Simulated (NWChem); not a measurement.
System: CH6F2N2Si; SMILES NC[Si](N)(F)F

NWChem input:

```
start job
memory heap 200 mb stack 900 mb global 1100 mb
geometry units angstroms noautosym nocenter noautoz
  N      0.013797    -2.410546     0.144964
  C      0.743813    -1.268886    -0.453062
  Si     0.022231     0.411029    -0.043192
  N     -1.584612     0.550328    -0.621972
  F      1.017776     1.571593    -0.565899
  F     -0.073338     0.616101     1.551990
  H     -0.974639    -2.335904    -0.094281
  H      0.054311    -2.338468     1.161018
  H      1.791404    -1.321618    -0.132106
  H      0.772076    -1.410430    -1.542530
  H     -1.780807     0.471422    -1.612685
  H     -2.221523     1.200644    -0.176334
end
basis spherical
  * library 6-31g*
end
dft
  xc b3lyp
  iterations 150
end
property
  shielding
end
task dft property
```

Excerpt of the output:

```
             Northwest Computational Chemistry Package (NWChem) 7.3.0
             --------------------------------------------------------

                             Geometry "geometry" -> ""
                             -------------------------

 Output coordinates in angstroms (scale by  1.889725989 to convert to a.u.)

  No.       Tag          Charge          X              Y              Z
 ---- ---------------- ---------- -------------- -------------- --------------
    1 N                    7.0000     0.01379700    -2.41054600     0.14496400
    2 C                    6.0000     0.74381300    -1.26888600    -0.45306200
    3 Si                  14.0000     0.02223100     0.41102900    -0.04319200
    4 N                    7.0000    -1.58461200     0.55032800    -0.62197200
    5 F                    9.0000     1.01777600     1.57159300    -0.56589900
    6 F                    9.0000    -0.07333800     0.61610100     1.55199000
    7 H                    1.0000    -0.97463900    -2.33590400    -0.09428100
    8 H                    1.0000     0.05431100    -2.33846800     1.16101800
    9 H                    1.0000     1.79140400    -1.32161800    -0.13210600
   10 H                    1.0000     0.77207600    -1.41043000    -1.54253000
   11 H                    1.0000    -1.78080700     0.47142200    -1.61268500
   12 H                    1.0000    -2.22152300     1.20064400    -0.17633400

 Effective nuclear repulsion energy (a.u.)     336.0184324579

                              NWChem Property Module
                              ----------------------

  itol2e modified to match energy
  convergence criterion.

                                 NWChem DFT Module
                                 -----------------

 Summary of "ao basis" -> "ao basis" (spherical)
 ------------------------------------------------------------------------------
       Tag                 Description            Shells   Functions and Types
 ---------------- ------------------------------  ------  ---------------------
 N                           6-31g*                  6       14   3s2p1d
 C                           6-31g*                  6       14   3s2p1d
 Si                          6-31g*                  8       18   4s3p1d
 F                           6-31g*                  6       14   3s2p1d
 H                           6-31g*                  2        2   2s

  itol2e modified to match energy
  convergence criterion.

            General Information
            -------------------
          SCF calculation type: DFT
          Wavefunction type:  closed shell.
          No. of atoms     :    12
          No. of electrons :    58
           Alpha electrons :    29
            Beta electrons :    29
          Charge           :     0
          Spin multiplicity:     1
          Use of symmetry is: off; symmetry adaption is: off
          Maximum number of iterations: 150
          AO basis - number of functions:   100
                     number of shells:    50
          Convergence on energy requested:  1.00D-07
          Convergence on density requested:  1.00D-05
          Convergence on gradient requested:  5.00D-04

              XC Information
              --------------
                         B3LYP Method XC Potential
                     Hartree-Fock (Exact) Exchange  0.200
                        Slater Exchange Functional  0.800 local
                    Becke 1988 Exchange Functional  0.720 non-local
              Lee-Yang-Parr Correlation Functional  0.810
                  VWN I RPA Correlation Functional  0.190 local

[...]

          -----------------------------------------
          Chemical Shielding Tensors (GIAO, in ppm)
          -----------------------------------------

                                NWChem CPHF Module
                                ------------------

  scftype          =     RHF
  nclosed          =       29
  nopen            =        0
  variables        =     2059
  # of vectors     =        3
  tolerance        = 0.10D-03
  level shift      = 0.00D+00
  max iterations   =       50
  max subspace     =       30

 SCF residual:    1.4770173665967591E-004

Iterative solution of linear equations
  No. of variables     2059
  No. of equations        3
  Maximum subspace       30
        Iterations       50
       Convergence  1.0D-04

   iter   nsub   residual    time
   ----  ------  --------  ---------
     1      3    2.68D-01      44.2
     2      6    1.12D-02      48.9
     3      9    7.65D-04      53.7
     4     12    3.56D-05      58.5

      Atom:    1  N
        Diamagnetic
    315.3928      8.9764     -1.8190
      8.9764    315.3471     -7.7688
     -1.8190     -7.7688    314.8810

        Paramagnetic
    -65.0188      3.5663     25.0736
      3.5663    -84.6715     -4.5590
     25.0736     -4.5590    -61.3319

        Total Shielding Tensor
    250.3740     12.5427     23.2546
     12.5427    230.6756    -12.3278
     23.2546    -12.3278    253.5491

           isotropic =     244.8662
          anisotropy =      45.6139

          Principal Components and Axis System
                 1           2           3
              275.2755    247.2706    212.0526

      1         0.6793      0.5096      0.5280
      2        -0.0118      0.7270     -0.6865
      3         0.7338     -0.4601     -0.4999

      Atom:    2  C
        Diamagnetic
    247.5414      0.4252     -3.4867
      0.4252    258.7232     -1.7444
     -3.4867     -1.7444    245.2058

        Paramagnetic
    -89.7061     10.6384     -8.8262
     10.6384    -80.2612     -8.8462
     -8.8262     -8.8462    -93.7556

        Total Shielding Tensor
    157.8353     11.0636    -12.3129
     11.0636    178.4620    -10.5906
    -12.3129    -10.5906    151.4502

           isotropic =     162.5825
          anisotropy =      39.8658

          Principal Components and Axis System
                 1           2           3
              189.1597    156.7586    141.8291

      1         0.4358      0.6856      0.5831
      2         0.8194     -0.5703      0.0581
      3        -0.3724     -0.4525      0.8103

      Atom:    3  Si
        Diamagnetic
    879.9154      1.4565     -0.4449
      1.4565    881.0466     -0.0484
     -0.4449     -0.0484    881.6512

        Paramagnetic
   -443.4312    -31.4483     13.7725
    -31.4483   -433.9452      0.0458
     13.7725      0.0458   -457.7287

        Total Shielding Tensor
    436.4842    -29.9918     13.3275
    -29.9918    447.1014     -0.0026
     13.3275     -0.0026    423.9225

           isotropic =     435.8360
          anisotropy =      56.9063

          Principal Components and Axis System
                 1           2           3
              473.7735    428.3704    405.3641

      1        -0.6543      0.2824      0.7015
      2         0.7357      0.4523      0.5041
      3        -0.1750      0.8460     -0.5037

      Atom:    4  N
        Diamagnetic
    332.5787     -7.5030      7.2114
     -7.5030    310.0344      3.9859
      7.2114      3.9859    321.6822

        Paramagnetic
    -75.5043    -10.1174      4.9108
    -10.1174    -86.6765     -3.7017
      4.9108     -3.7017    -70.7270

        Total Shielding Tensor
    257.0744    -17.6204     12.1222
    -17.6204    223.3579      0.2843
     12.1222      0.2843    250.9552

           isotropic =     243.7958
          anisotropy =      40.6020

          Principal Components and Axis System
                 1           2           3
              270.8638    245.4487    215.0749

      1         0.8167     -0.3971      0.4187
      2        -0.3000      0.3278      0.8959
      3         0.4930      0.8573     -0.1486

      Atom:    5  F
        Diamagnetic
    473.2064     13.0441     -5.7184
     13.0441    477.8087     -6.6400
     -5.7184     -6.6400    465.1441

        Paramagnetic
   -167.2603     49.0226     -1.3645
     49.0226   -141.1756    -12.2254
     -1.3645    -12.2254   -168.2293

        Total Shielding Tensor
    305.9461     62.0667     -7.0829
     62.0667    336.6331    -18.8654
     -7.0829    -18.8654    296.9147

           isotropic =     313.1647
          anisotropy =     114.1106

          Principal Components and Axis System
                 1           2           3
              389.2384    293.8737    256.3819

      1         0.5960      0.2513      0.7626
      2         0.7765      0.0613     -0.6271
      3        -0.2044      0.9660     -0.1586

      Atom:    6  F
        Diamagnetic
    460.9682     -0.3090     -1.2112
     -0.3090    462.5470      4.6967
     -1.2112      4.6967    490.7206

        Paramagnetic
   -132.8679     15.7443      1.1168
     15.7443   -147.2623      6.7661
      1.1168      6.7661    -78.8086

        Total Shielding Tensor
    328.1003     15.4353     -0.0944
     15.4353    315.2847     11.4627
     -0.0944     11.4627    411.9119

           isotropic =     351.7656
          anisotropy =      92.2836

          Principal Components and Axis System
                 1           2           3
              413.2880    337.8905    304.1183

      1         0.0205      0.8419     -0.5393
      2         0.1193      0.5335      0.8373
      3         0.9926     -0.0815     -0.0895

      Atom:    7  H
        Diamagnetic
     39.6838      2.7188      3.5370
      2.7188     27.0903     -1.0484
      3.5370     -1.0484     21.4122

        Paramagnetic
     -0.7835     -0.0708     -0.4065
     -0.0708      2.9435     -0.7787
     -0.4065     -0.7787      6.2861

[...]
```

Level: B3LYP/6-31G* (spherical d), GIAO. Structure relaxed at the B3LYP/6-31G* (spherical d) level. The printed shielding anisotropy is the first printed principal value minus the mean of the other two.
